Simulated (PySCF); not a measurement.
Telling isomers of C6H6F3P apart by NMR

- geometry from GFN2-xTB
- shieldings: GIAO PBE0/pcSseg-1
- run in PySCF 2.14.0 with density-fitted response routines
- non-relativistic, averaged over atoms made equivalent by symmetry, fast rotation or ring inversion, no solvent model, a single conformation

Chemical shifts δ = σref − σ; ¹H, ¹³C against TMS, all at this level. Splittings of carbon signals by F and P are missing where no couplings were computed. Where no couplings were computed, multiplicities follow the n + 1 count of equivalent neighbours, and m marks all less simple cases (inequivalent or close neighbours, rings, F or P nearby). Shifts are as computed. Against solution values, carbons near 30 ppm lie about +3 ppm off and those near 130 ppm about +5 ppm. Of 1211 compounds with measured shifts, 218 miss one by over three times the rms of a fit or turn the order of signals round; such compounds aren't used in these exercises.

(1) Tabulate the signals of `C=C/P=C(\C=C)C(F)(F)F`, `CC1=C(C)P1C(F)=C(F)F`, `C=CP(C#CC)C(F)(F)F`, `Cp1cccc1C(F)(F)F`, `FC(F)(F)P1C=CCC=C1` and their relative energies.

(2) What is the quickest way to tell C=C/P=C(\C=C)C(F)(F)F from C=CP(C#CC)C(F)(F)F?

(3) What is the quickest way to tell C=C/P=C(\C=C)C(F)(F)F from CC1=C(C)P1C(F)=C(F)F?

(4) What is the quickest way to tell C=CP(C#CC)C(F)(F)F from Cp1cccc1C(F)(F)F?

## Answers

(1) 
| SMILES | carbon types | δC | δH | E rel. (kcal/mol) |
| --- | --- | --- | --- | --- |
| C=C/P=C(\C=C)C(F)(F)F | 2×C 2×CH 2×CH2 | 190.6, 148.5, 142.7, 137.1, 134.5, 126.1 | 7.39 (m, 1H), 7.21 (m, 1H), 6.68 (m, 1H), 6.28 (m, 1H), 5.96 (m, 1H), 5.77 (m, 1H) | 35.4 |
| CC1=C(C)P1C(F)=C(F)F | 4×C 2×CH3 | 171.8, 140.6, 125.5, 14.9 | 2.54 (m, 6H) | 55.9 |
| C=CP(C#CC)C(F)(F)F | 3×C 1×CH 1×CH2 1×CH3 | 140.4, 138.5, 136.4, 119.0, 75.1, 6.2 | 6.59 (m, 1H), 6.47 (m, 1H), 6.43 (m, 1H), 2.31 (s, 3H) | 47.9 |
| Cp1cccc1C(F)(F)F | 2×C 3×CH 1×CH3 | 156.3, 154.5, 146.0, 142.5, 133.8, 12.7 | 7.60 (m, 1H), 7.42 (m, 1H), 7.24 (m, 1H), 1.62 (m, 3H) | 0.0 |
| FC(F)(F)P1C=CCC=C1 | 1×C 4×CH 1×CH2 | 139.9, 139.9, 128.8, 32.7 | 6.73 (m, 2H), 6.59 (m, 2H), 3.01 (m, 2H) | 14.3 |

Energies are electronic energies at PBE0/pcSseg-1 on these geometries, without zero-point or thermal terms, each for the one conformer computed, which needn't be the lowest.

(2) Both give the same number of carbon signals, but DEPT or the intensities differ. The first has a carbon double-bonded to a heavier main-group atom (C) at 190.6 ppm, the second a propargylic methyl carbon (CH3) at 6.2 ppm. Their most deshielded carbons lie at 190.6 and 140.4 ppm. In the proton spectra the most deshielded non-exchanging signals are 7.39 (m, 1H) and 6.59 (m, 1H).

(3) Count the carbon signals: 6 against 4. The first has an alkene CH at 148.5 ppm, the second an allylic methyl carbon (CH3) at 14.9 ppm. Their most deshielded carbons lie at 190.6 and 171.8 ppm. In the proton spectra the most deshielded non-exchanging signals are 7.39 (m, 1H) and 2.54 (m, 6H).

(4) Both give the same number of carbon signals, but DEPT or the intensities differ. The first has a terminal =CH2 carbon at 136.4 ppm, the second a unsaturated ring CH at 156.3 ppm. Their most deshielded carbons lie at 140.4 and 156.3 ppm. In the proton spectra the most deshielded non-exchanging signals are 6.59 (m, 1H) and 7.60 (m, 1H).
